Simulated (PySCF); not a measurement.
**Question.** What does the PBE0-D3(BJ)/def2-SVP structure of InChI=1S/C4HF9/c5-2(6,7)1(3(8,9)10)4(11,12)13/h1H look like in three dimensions?

**Answer.** 
Z-matrix in Å and degrees, rows numbered from 1:
```
F 
C   1  1.3271
F   2  1.3293  1  108.17
F   2  1.3293  1  108.40  3  -116.50
C   2  1.5335  1  111.60  3   121.96
C   5  1.5338  2  112.07  1    47.65
F   6  1.3287  5  110.05  2   160.32
F   6  1.3303  5  110.63  2    41.43
F   6  1.3274  5  111.73  2   -79.19
C   5  1.5336  2  112.19  1   -79.57
F  10  1.3279  5  111.63  2    48.23
F  10  1.3295  5  110.62  2   168.82
F  10  1.3285  5  110.20  2   -72.25
H   5  1.0992  2  106.69  1   163.96
```

Of the pairs four or more bonds apart, F3···F13 is among the closest relative to their van der Waals radii: 2.65 Å, 90 % of the sum of Bondi's values. All 9 C–F bonds measure 1.327 to 1.330 Å. All 3 C–C bonds measure 1.534 Å.

Method used: PBE0-D3(BJ)/def2-SVP geometry optimisation, gas phase (PySCF 2.14.0).

Point group: C3 (tolerance 0.08 Å). Not checked by PBE0-D3(BJ)/def2-SVP frequencies.

The run took 6.0 min on one thread of an Arm Neoverse V2, shared host with 96 logical CPUs at a one-minute load of 62, and the process peaked at 1.0 GiB of memory. These figures are those of the optimisation.
